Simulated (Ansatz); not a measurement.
Ansatz results at the PBE0-D4/def2-TZVP geometry: LUMO energy (B3LYP/def2-TZVPP) 0.17 eV; size of the dipole moment (PBE/def2-TZVPP) 3.59 D; HOMO–LUMO gap (ωB97M-V/def2-TZVPP) 12.14 eV.

Each molecule was computed in one conformer, which needn't be the lowest.

**Question.** Which molecule gave them?
A. `N=C(O)CCO`
B. `CC(O)NC=O`
C. `[F][GeH]1[O][SiH2]1`
D. `C=C1CS1`

**Answer.** B. The others give `[F][GeH]1[O][SiH2]1`: -1.87, 2.58, 9.64; `N=C(O)CCO`: -0.04, 3.51, 11.78; `C=C1CS1`: -0.43, 1.26, 10.52.

B3LYP here is the variant with VWN-RPA as its local correlation; programs differ in this.
